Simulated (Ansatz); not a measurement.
Reaction (redistribution): `[AlH2][CH2][SiH2][SiH3]` + `CN(C)BN` → `N[SiH2][CH2][AlH2]` + `CN(C)B[SiH3]`

Program: Ansatz. Geometries: PBE0-D4/def2-TZVP. ΔE: electronic, gas phase. CCSD(T)/CBS adds triple-zeta CCSD(T) − MP2 to the extrapolated MP2 energy (def2 sets, frozen cores). Functionals use def2-TZVPP. One conformer a species, not always the lowest.

```json
{"species": "`[AlH2][CH2][SiH2][SiH3]`", "r2SCAN energy (Eh)": "-864.84887"}
{"species": "`CN(C)BN`", "r2SCAN energy (Eh)": "-216.00526"}
{"species": "`N[SiH2][CH2][AlH2]`", "r2SCAN energy (Eh)": "-629.55712"}
{"species": "`CN(C)B[SiH3]`", "r2SCAN energy (Eh)": "-451.27261"}
```

Question: Work out ΔE.

Answer: ΔE = (-629.55712) + (-451.27261) − (-864.84887) − (-216.00526) = 0.02440 Eh = +64.1 kJ/mol. CCSD(T)/CBS gives +53.3 kJ/mol.

Largest T1 diagnostic among the species: 0.013.

In def2-TZVPP, CCSD(T) changes the Hartree–Fock value by +11.1 kJ/mol (the triples alone add +1.7 kJ/mol) and MP2 by +9.8 kJ/mol. The D4 term adds +5.7 kJ/mol with B3LYP and +3.0 kJ/mol with PBE0; it sums over pairs of atoms, weighted by their polarisabilities, and B3LYP, whose exchange is more repulsive, gets the larger term.

B3LYP here is the variant with VWN-RPA as its local correlation; programs differ in this.
